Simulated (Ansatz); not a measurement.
Input file for Ansatz (an electronic-structure program): R-RI-MP2/cc-pV(Q+d)Z on HCl (SMILES Cl). The basis file is the Basis Set Exchange's JSON of that set.

Ansatz 0.2 input:
```yaml
crystal:
  periodic: [false, false, false]
  atoms:
    - {symbol: Cl, position_ang: [0.00000000, -0.00000000, 0.64477451]}
    - {symbol: H, position_ang: [-0.00000000, 0.00000000, -0.64477451]}
basis:
  gaussian:
    orbitals: cc-pV_Q+d_Z.json
    fitting: {mean_field: def2-universal-JKFIT, correlation: cc-pVQZ-RIFIT.json}
magnetization: {spin_polarized: false}
correlation: {method: mp2, electrons: outside_noble_gas}
scf: {lower_state_search: off}
```

Q: Predict the final total energy.

A: -460.3347 hartree.
